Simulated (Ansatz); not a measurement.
Calculated with Ansatz (gas phase, PBE0-D4/def2-TZVP geometries, no zero-point term in ΔE). CCSD(T)/CBS is the MP2 limit (def2-TZVPP, def2-QZVPP) plus CCSD(T) − MP2 in def2-TZVPP, frozen cores. This one scheme is used for every species. DFT in def2-TZVPP. B3LYP here is the variant with VWN-RPA as its local correlation; programs differ in this. One conformer a species, not always the lowest.

`C[SiH](N)O` + `N[SiH](O)O` → `N[Si@H](O)O[Si@@H](N)O` + CH₄  (ligand exchange at the Si–C bond)

```
         level  ΔE (eV)
      B3LYP-D4    -1.54
MP2/def2-TZVPP    -1.50
  HF/CBS(def2)    -1.64
CCSD/CBS(def2)    -1.50
```

What does CCSD(T)/CBS give? (Best estimate.)

The calculation gave: -1.48 eV. The listed levels differ from it by -0.06, -0.02, -0.16, -0.02 eV.

Largest T1 diagnostic among the species: 0.011.

In def2-TZVPP, CCSD(T) changes the Hartree–Fock value by +0.12 eV (the triples alone add +0.01 eV) and MP2 by +0.12 eV. From PBE to PBE0 (25 % exact exchange), in def2-TZVPP and without D4, ΔE moves by −0.06 eV.
